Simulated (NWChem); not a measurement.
System: ZnClF; SMILES [Zn]([F])[Cl]

Input file for NWChem:

```
start job
memory heap 200 mb stack 900 mb global 1100 mb
geometry units angstroms noautosym nocenter noautoz
  Zn    -0.243068     0.278476     0.000000
  F     -0.491543     1.970977     0.000000
  Cl     0.058582    -1.780229     0.000000
end
basis spherical
  Zn library aug-cc-pvdz
  F library aug-cc-pvdz
  Cl library aug-cc-pvdz
end
dft
  xc xpbe96 cpbe96
  iterations 150
end
property
  response 1 0.0
end
task dft property
```

Coordinates come from a B3LYP/6-31G* (spherical d) optimisation.

Static field.

Problem. Give the results of this calculation. (PBE/aug-cc-pVDZ.) Quantities: isotropic polarisability (bohr³); anisotropy (bohr³).

Solution. 
```json
{
 "isotropic polarisability (bohr³)": "36.8",
 "anisotropy (bohr³)": "21.4"
}
```
